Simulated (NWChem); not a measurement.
Program: NWChem. System: vinylene carbonate (C3H2O3), charge 0, spin multiplicity 1, at a geometry optimised with B3LYP/def2-SVP. Level: G0W0@PBE0/def2-TZVP, RI basis def2-tzvp-rifit.

Input file:

```
start mol
memory heap 200 mb stack 700 mb global 1700 mb
geometry units angstroms nocenter noautoz
  O      0.000000     0.000000    -1.975349
  C      0.000000     0.000000    -0.788531
  O     -1.103838     0.000000     0.022936
  C     -0.668492     0.000000     1.328202
  C      0.668492     0.000000     1.328202
  O      1.103838     0.000000     0.022936
  H     -1.417343     0.000000     2.114292
  H      1.417343     0.000000     2.114292
  symmetry group C2v
end
basis spherical
  * library def2-tzvp
end
basis "ri basis" bse spherical
  * library def2-tzvp-rifit
end
dft
  xc pbe0
  iterations 100
  direct
  tolerances tight
end
task dft energy
gw
  method cdgw
  states alpha occ 4 vir 2
end
task dft gw
```

Output (cleaned and shortened):

```
             Northwest Computational Chemistry Package (NWChem) 7.3.0
             --------------------------------------------------------

                                NWChem Input Module
                                -------------------

 Scaling coordinates for geometry "geometry" by  1.889725989
 (inverse scale =  0.529177249)

 Turning off AUTOSYM since
 SYMMETRY directive was detected!

                             Geometry "geometry" -> ""
                             -------------------------

 Output coordinates in angstroms (scale by  1.889725989 to convert to a.u.)

  No.       Tag          Charge          X              Y              Z
 ---- ---------------- ---------- -------------- -------------- --------------
    1 O                    8.0000     0.00000000     0.00000000    -1.97534900
    2 C                    6.0000     0.00000000     0.00000000    -0.78853100
    3 O                    8.0000    -1.10383800     0.00000000     0.02293600
    4 C                    6.0000    -0.66849200     0.00000000     1.32820200
    5 C                    6.0000     0.66849200     0.00000000     1.32820200
    6 O                    8.0000     1.10383800     0.00000000     0.02293600
    7 H                    1.0000    -1.41734300     0.00000000     2.11429200
    8 H                    1.0000     1.41734300     0.00000000     2.11429200

 Effective nuclear repulsion energy (a.u.)     229.3745336870

            Nuclear Dipole moment (a.u.)
            ----------------------------
        X                 Y               Z
 ---------------- ---------------- ----------------
     0.0000000000     0.0000000000     0.0000113384

      Symmetry information
      --------------------

 Group name             C2v
 Group number             16
 Group order               4
 No. of unique centers     5

      Symmetry unique atoms

     1    2    3    4    7


 Summary of "ao basis" -> "" (spherical)
 ------------------------------------------------------------------------------
       Tag                 Description            Shells   Functions and Types
 ---------------- ------------------------------  ------  ---------------------
[...]
           0.000000000000         624.181249910034           0.000000000000
           0.000000000000           0.000000000000         191.953923669195

     Multipole analysis of the density
     ---------------------------------

     L   x y z        total         alpha         beta         nuclear
     -   - - -        -----         -----         ----         -------
     0   0 0 0     -0.000000    -22.000000    -22.000000     44.000000

     1   1 0 0     -0.000000     -0.000000     -0.000000      0.000000
     1   0 1 0     -0.000000     -0.000000     -0.000000      0.000000
     1   0 0 1      1.803534      0.901761      0.901761      0.000011

     2   2 0 0    -23.978186    -63.547467    -63.547467    103.116747
     2   1 1 0     -0.000000     -0.000000     -0.000000      0.000000
     2   1 0 1     -0.000000     -0.000000     -0.000000      0.000000
     2   0 2 0    -24.636599    -12.318300    -12.318300      0.000000
     2   0 1 1     -0.000000     -0.000000     -0.000000      0.000000
     2   0 0 2    -24.861295   -128.606371   -128.606371    232.351446

 Task  times  cpu:       68.2s     wall:       68.2s

                                NWChem Input Module
                                -------------------

                                 NWChem GW Module
                                 ----------------

                             ***********************
                             ***        GW       ***
                             ***********************

 Summary of "ri basis" -> "ri basis" (spherical)
 ------------------------------------------------------------------------------
       Tag                 Description            Shells   Functions and Types
 ---------------- ------------------------------  ------  ---------------------
 O                      def2-tzvp-rifit             22       76   8s6p4d3f1g
 C                      def2-tzvp-rifit             22       76   8s6p4d3f1g
 H                      def2-tzvp-rifit              7       15   4s2p1d

                 Memory Information
                 ------------------
          Available GA per process is          1699.7 MBs
          Available stack per process is        700.0 MBs
          Available heap per process is           0.9 MBs

          Peak memory in Initialization
              Peak GA per process is                 19.8 MBs
              Peak stack per process is               0.5 MBs
              Peak heap per process is               20.4 MBs
              Memory not in MA per process            0.0 MBs

          Peak memory in CDGW Calculation
              Peak GA per process is                 23.6 MBs
              Peak stack per process is               3.6 MBs
              Peak heap per process is                4.2 MBs
              Memory not in MA per process            0.0 MBs

          Computing 2-center integrals
          Computing Inverse Cholesky factor
          Computing 3-center integrals
          Computing Vxc

          Computing Sigma_x
          Computing W(iw) on the imaginary grid
          Solving quasiparticle equations

                  Alpha Orbitals
          State     Energy (eV)     Error (eV)
          -----------------------------------
@GW        19        -13.504           0.005
@GW        20        -12.997           0.002
@GW        21        -11.345           0.002
@GW        22         -9.567           0.002
@GW        23          2.071           0.002
@GW        24          3.081           0.002

     GW Timing Statistics
   ------------------------
   Init.   :          0.3s
     ERIs  :          8.5s
     Distr.:          0.1s
     Vxc   :          7.1s
   Vmo     :          0.0s
   iW      :         10.0s
   I_n     :          0.0s
   R_n     :          1.6s
   GW total:         27.5s

 Task  times  cpu:       27.5s     wall:       27.5s

 Total times  cpu:       95.8s     wall:       95.8s
```
